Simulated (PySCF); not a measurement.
**GeH₂ + 2 HF → GeH₄ + F₂**

Level: PBE0 in the def2-TZVP basis family, all electrons, no relativity, computed in PySCF with density fitting; open shells unrestricted.

```
species                            state and structure       E (Eh)  ZPE (kJ/mol)  H(298 K) − H(0) (kJ/mol)  S° (J/(mol K))
   GeH₂  singlet, C2v, Ge–H 1.594 Å (×2); H–Ge–H 90.6°  -2077.87561          28.7                      10.0           220.6
     HF                      singlet, C∞v, H–F 0.920 Å   -100.39188          24.9                       8.7           173.6
   GeH₄                 singlet, Td, Ge–H 1.534 Å (×4)  -2079.11846          77.8                      10.7           217.5
     F₂                      singlet, D∞h, F–F 1.376 Å   -199.40856           6.6                       8.7           201.9
```

Question: What is the electronic reaction energy?

Answer: At PBE0/def2-TZVP, ΔE = 347.5 kJ/mol from the differences of the total energies times 2625.5, uphill. 

Question: Add zero-point, thermal and entropy terms for 298.15 K and 1 bar.

Answer: ΔZPE = 5.9 and Δ[H(298) − H(0)] = -8.0 kJ/mol give ΔH° = 345.4 kJ/mol. ΔS° = -148.4 J/(mol K), so ΔG° = 345.4 − 298.15 × (-0.1484) = 390 kJ/mol.

Each species is the lowest minimum found with this bonding; other isomers or fragments can lie lower.
